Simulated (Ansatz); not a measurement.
Job for Ansatz (a program for electronic structure): R-CCSD(T)/def2-SVPD on HF (SMILES F) with ghost functions, monomers drawn apart or pushed together.

Ansatz 0.2 input:
```yaml
crystal:
  periodic: [false, false, false]
  atoms:
    - {symbol: F, position_ang: [-0.07014391, 0.47503342, -0.24116469]}
    - {symbol: H, position_ang: [0.00476218, 0.03463117, 0.57653190]}
basis:
  gaussian:
    orbitals: def2-SVPD
    ghost_atoms:
      - {symbol: I, position_ang: [0.29650860, -1.47908625, 3.93754393]}
      - {symbol: H, position_ang: [0.25780940, -0.00685469, 4.60409627]}
magnetization: {spin_polarized: false}
correlation: {method: ccsd_t, electrons: outside_noble_gas}
scf: {lower_state_search: off}
```

Output:

```
WARN ansatz: RAYON_NUM_THREADS=1 ignored (pool sized by the plan → 1); use --threads N
Functional definition: HF
these checks for a lower state are left out or cut short: stability, starts, cluster_reference, orbital_swaps, neighbouring_geometries, increment
integrals: 0.04 GiB planned
570 factors; integrals over basis functions are off by at most 1.3e-3 eV
mean field: 0.08 GiB planned
mean field evaluation 1: about -2718.6888 eV, gradient 2.4e1 eV
mean field evaluation 2: about -2718.6893 eV, gradient 2.4e1 eV
mean field evaluation 4: about -2719.6249 eV, gradient 1.2e0 eV
mean field evaluation 8: about -2719.6294 eV, gradient 4.0e-5 eV
mean field -2719.62938611 eV, -99.9445365086 hartree, gradient 1.1e-6 eV, S^2 0.000000; 0 other end points of the search recorded, 0 dependent functions left out
1 core orbitals not correlated
reference -2719.62938611 eV, -99.9445365086 hartree; 4, 4 occupied and 69, 69 virtual orbitals, 570 factors
second order -5.82113121 eV of doubles, -0.00000000 eV of singles
coupled cluster: 0.15 GiB planned
cycle   1  -5.78630119 eV  change    3.5e-2 eV  update   5.3e-2
cycle   2  -5.89561000 eV  change   -1.1e-1 eV  update   1.4e-2
cycle   3  -5.92595662 eV  change   -3.0e-2 eV  update   6.8e-3
cycle   4  -5.92339201 eV  change    2.6e-3 eV  update   8.7e-4
cycle   5  -5.92286636 eV  change    5.3e-4 eV  update   2.8e-4
cycle   6  -5.92292495 eV  change   -5.9e-5 eV  update   7.2e-5
cycle   7  -5.92291417 eV  change    1.1e-5 eV  update   2.4e-5
cycle   8  -5.92290283 eV  change    1.1e-5 eV  update   6.6e-6
cycle   9  -5.92290139 eV  change    1.4e-6 eV  update   2.1e-6
perturbative correction -0.09768153 eV, -0.0035897300 hartree
Total energy: -2725.64996903 eV, -100.1657888498 hartree
Checks for a lower state left out: stability, starts, cluster_reference, orbital_swaps, neighbouring_geometries, increment
```

The calculation finished and met its thresholds.

Cost: very roughly 2.5 core-seconds.
